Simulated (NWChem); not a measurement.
Molecule: CH₃AlF₂S; SMILES C[S][Al]([F])[F]

```xyz
8

Al     0.0001     0.8244     0.0000
F      0.9520     2.1699    -0.0004
F     -1.6427     1.0131     0.0002
S      0.8510    -1.1629     0.0004
C     -0.6981    -2.1929     0.0005
H     -1.5958    -1.5735     0.0015
H     -0.6882    -2.8221     0.8920
H     -0.6893    -2.8208    -0.8921
```
Atoms are numbered in this order, from 1.

Computed with NWChem. Pople sets run with spherical d functions. Coordinates come from a B3LYP/6-31G* (spherical d) optimisation. Level: PBE0/6-31+G*; rows give the wavelength of the field.

```csv
field,isotropic polarisability (bohr³),anisotropy (bohr³)
static,50.6,17.8
1065 nm,51.2,18.1
589 nm,52.6,18.7
```
